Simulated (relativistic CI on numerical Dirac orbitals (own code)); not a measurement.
# Radial parameters of Mo XXIV

Calculated at this level of theory: Dirac-Coulomb-Breit CI, orbitals from a KLI potential per configuration, a model potential for QED, unscaled Slater integrals (own radial code, finite nucleus).

Slater integrals F^k, G^k are unscaled and averaged over j, outside the closed core [Ne]; ζ comes from projecting the Hamiltonian with its Breit term on Σ l·s of the shell.

- 3s²3p⁶3d: ζ(3d) = 14730 cm⁻¹; <r>(3d) = 0.3443, <r^2>(3d) = 0.1378 (bohr units).
- 3s²3p⁵3d²: ζ(3p) = 119570, F^2(3d,3d) = 294540, F^4(3d,3d) = 189820, F^2(3p,3d) = 260550, G^1(3p,3d) = 284930, G^3(3p,3d) = 188350, ζ(3d) = 14476 cm⁻¹; <r>(3p) = 0.3823, <r^2>(3p) = 0.1686, <r>(3d) = 0.3451, <r^2>(3d) = 0.1385 (bohr units).
- 3s3p⁶3d²: F^2(3d,3d) = 294160, F^4(3d,3d) = 189570, G^2(3s,3d) = 214710, ζ(3d) = 14618 cm⁻¹; <r>(3s) = 0.3906, <r^2>(3s) = 0.1737, <r>(3d) = 0.3455, <r^2>(3d) = 0.1389 (bohr units).

Q: Give the Racah parameters of the d shell in 3s²3p⁵3d².

A: B = F²/49 − 5F⁴/441 = 3859 cm⁻¹ and C = 35F⁴/441 = 15065 cm⁻¹.

Averages of the first 10 configurations, taken without configuration mixing, which lowers the lowest level and can move excited configurations by several eV; other configurations of the list can lie among them:

| Configuration | Parity | States | Average energy above the lowest level (eV) |
| --- | --- | --- | --- |
| 3s²3p⁶3d | even | 10 | 3.2 |
| 3s²3p⁵3d² | odd | 270 | 139.7 |
| 3s3p⁶3d² | even | 90 | 248.5 |
| 3s²3p⁶4s | even | 2 | 436.3 |
| 3s²3p⁶4p | odd | 6 | 474.4 |
| 3s²3p⁶4d | even | 10 | 527.8 |
| 3s²3p⁶4f | odd | 14 | 572.9 |
| 3s²3p⁵3d4s | odd | 120 | 567.9 |
| 3s²3p⁵3d4p | even | 360 | 606.1 |
| 3p⁶3d³ | even | 120 | 499.3 |
